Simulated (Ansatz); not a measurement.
`[OH][Ge]([OH])[OH]` radical, charge 0, multiplicity 2.

Task: Give a relaxed structure at PBE0-D4/def2-TZVP (Ansatz 0.2.0). (Best estimate.)

Result: Computed: 
```xyz
7

O     1.0759   -0.9691   -0.7971
Ge    0.2985    0.4336   -0.0299
O    -1.2742    0.6468   -0.8307
O    -0.0437   -0.0292    1.6520
H     1.0844   -0.9082   -1.7569
H    -1.8662    1.2212   -0.3361
H     0.7253   -0.3951    2.0988
```
Point group C3.
